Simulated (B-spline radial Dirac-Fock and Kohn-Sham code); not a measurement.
Calculated with a radial B-spline solver, using Dirac-Fock (average of configuration) total-energy differences with a finite nucleus, the Breit interaction including its frequency dependence, and self-energy and vacuum-polarisation corrections. Free neutral atoms.

Question: Order these X-ray lines by photon energy, lowest first.
A. Hg Kβ2'
B. Re Kβ2''
C. Tb Kβ2''
D. Hf Kα2
E. Bi Kβ1
F. Eu Kβ1

Answer: F (47033.2 eV), C (51668.2 eV), D (54601.4 eV), B (71147.5 eV), A (82515.9 eV), E (87338.6 eV).
